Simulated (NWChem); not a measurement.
Program: NWChem. System: H₃N₂, charge 0, spin multiplicity 2, at a geometry optimised with UPBE0/def2-SVP. The structure started from a generated list of species. Its SCF solution wasn't tested for a lower state. Level: UPBE/cc-pVDZ.

Part of the output:

```
             Northwest Computational Chemistry Package (NWChem) 7.3.0
             --------------------------------------------------------

                                NWChem Input Module
                                -------------------

 Scaling coordinates for geometry "geometry" by  1.889725989
 (inverse scale =  0.529177249)

                             Geometry "geometry" -> ""
                             -------------------------

 Output coordinates in angstroms (scale by  1.889725989 to convert to a.u.)

  No.       Tag          Charge          X              Y              Z
 ---- ---------------- ---------- -------------- -------------- --------------
    1 N                    7.0000     0.65114900    -0.35655400     0.09592000
    2 N                    7.0000    -0.54698600     0.18908400    -0.12331500
    3 H                    1.0000     1.32450800     0.41590200     0.02417400
    4 H                    1.0000    -0.72479300     1.17457500     0.06738200
    5 H                    1.0000    -1.32885800    -0.41819000     0.10021100

 Effective nuclear repulsion energy (a.u.)      36.6884685867

            Nuclear Dipole moment (a.u.)
            ----------------------------
        X                 Y               Z
 ---------------- ---------------- ----------------
    -0.0000037795    -0.0000056692     0.0000037795


 Summary of "ao basis" -> "" (spherical)
 ------------------------------------------------------------------------------
       Tag                 Description            Shells   Functions and Types
 ---------------- ------------------------------  ------  ---------------------
 *                          cc-pvdz                   on all atoms

  pbe96 is a nonlocal functional; adding pw91lda local functional.

                                 NWChem DFT Module
                                 -----------------

 Summary of "ao basis" -> "ao basis" (spherical)
 ------------------------------------------------------------------------------
       Tag                 Description            Shells   Functions and Types
 ---------------- ------------------------------  ------  ---------------------
 N                          cc-pvdz                  6       14   3s2p1d
 H                          cc-pvdz                  3        5   2s1p

 Summary of "ao basis" -> "ao basis" (spherical)
 ------------------------------------------------------------------------------
[...]
    39      0.133569  5 H  s                 30      0.101101  3 H  s

 Vector    9  Occ=0.000000D+00  E=-5.133674D-02
              MO Center=  2.6D-01, -1.5D-01,  5.5D-03, r^2= 1.4D+00
   Bfn.  Coefficient  Atom+Function         Bfn.  Coefficient  Atom+Function
  ----- ------------  ---------------      ----- ------------  ---------------
     6      0.523921  1 N  pz                 9      0.516224  1 N  pz
    23     -0.367276  2 N  pz                20     -0.362109  2 N  pz
    17      0.182596  2 N  s                 35     -0.101107  4 H  s
    34     -0.091890  4 H  s                  8      0.070589  1 N  py
     3      0.063844  1 N  s                 39     -0.062522  5 H  s

 Vector   10  Occ=0.000000D+00  E= 3.282786D-02
              MO Center= -6.4D-01,  8.1D-01,  1.2D-01, r^2= 3.4D+00
   Bfn.  Coefficient  Atom+Function         Bfn.  Coefficient  Atom+Function
  ----- ------------  ---------------      ----- ------------  ---------------
    17      1.081253  2 N  s                 35     -1.044064  4 H  s
    40     -0.587166  5 H  s                 30     -0.405206  3 H  s
     3      0.382628  1 N  s                 21     -0.257060  2 N  px
    22      0.239095  2 N  py                 7      0.166542  1 N  px
    16      0.163114  2 N  s                  4      0.155042  1 N  px

 Vector   11  Occ=0.000000D+00  E= 7.259900D-02
              MO Center= -9.2D-02,  3.5D-02,  8.8D-02, r^2= 4.8D+00
   Bfn.  Coefficient  Atom+Function         Bfn.  Coefficient  Atom+Function
  ----- ------------  ---------------      ----- ------------  ---------------
    40      1.166926  5 H  s                 30     -1.046879  3 H  s
     3      0.672886  1 N  s                 17     -0.534129  2 N  s
    22      0.387651  2 N  py                35     -0.302471  4 H  s
     8      0.275001  1 N  py                21      0.224292  2 N  px
    19      0.212592  2 N  py                 7      0.191645  1 N  px

   alpha - beta orbital overlaps
   -----------------------------

   alpha      1      2      3      4      5      6      7      8      9     10
    beta      1      2      3      4      5      6      7      8      9     10
 overlap   1.000  1.000  0.999  0.999  1.000  0.999  0.995  0.999  0.995  0.999

   alpha     11     12     13     14     15     16     17     18     19     20
    beta     11     12     13     14     15     16     17     18     20     19
 overlap   0.998  0.998  0.999  0.999  0.999  0.999  0.998  0.989  0.788  0.797

   alpha     21     22     23     24     25     26     27     28     29     30
    beta     21     22     23     24     25     26     27     28     29     30
 overlap   0.995  1.000  0.999  0.999  0.999  0.982  0.973  0.990  1.000  0.961

   alpha     31     32     33     34     35     36     37     38     39     40
    beta     31     32     33     34     35     36     37     38     39     40
 overlap   0.960  0.998  0.996  0.997  0.999  0.983  0.983  0.994  0.993  0.993

   alpha     41     42     43
    beta     41     42     43
 overlap   0.995  1.000  1.000

     --------------------------
     Expectation value of S2:
     --------------------------
      <S2> =      0.7518 (Exact =     0.7500)

 center of mass
 --------------
 x =   0.04407710 y =  -0.07086615 z =  -0.01159224

 moments of inertia (a.u.)
 ------------------
          15.477448591500          15.766176893704          -5.972306795276
          15.766176893704          51.934134887755           2.731501421110
          -5.972306795276           2.731501421110          64.869741191411

     Multipole analysis of the density
     ---------------------------------

     L   x y z        total         alpha         beta         nuclear
     -   - - -        -----         -----         ----         -------
     0   0 0 0     -0.000000     -9.000000     -8.000000     17.000000

     1   1 0 0     -0.579601     -0.547181     -0.032416     -0.000004
     1   0 1 0      0.799970      0.558424      0.241551     -0.000006
     1   0 0 1      0.129935      0.063924      0.066007      0.000004

     2   2 0 0     -7.499373    -21.131552    -18.892471     32.524650
     2   1 1 0      1.326831      4.851403      3.952935     -7.477507
     2   1 0 1     -0.519476     -1.793921     -1.437360      2.711806
     2   0 2 0     -8.843276     -9.968359     -9.115545     10.240628
     2   0 1 1      0.236953      0.791256      0.714607     -1.268909
     2   0 0 2    -10.198762     -6.179209     -4.683834      0.664281

 Task  times  cpu:        1.7s     wall:        1.7s

 Total times  cpu:        1.7s     wall:        1.7s
```

Problem. Write an NWChem input that would produce this output.

Solution. Several could match; the one computed here: 
```
start mol
memory heap 200 mb stack 900 mb global 1100 mb
geometry units angstroms nocenter noautoz noautosym
  N      0.651149    -0.356554     0.095920
  N     -0.546986     0.189084    -0.123315
  H      1.324508     0.415902     0.024174
  H     -0.724793     1.174575     0.067382
  H     -1.328858    -0.418190     0.100211
end
basis spherical
  * library cc-pvdz
end
dft
  xc xpbe96 cpbe96
  odft
  mult 2
  semidirect memsize 60000000 filesize 0
  iterations 100
end
task dft energy
```
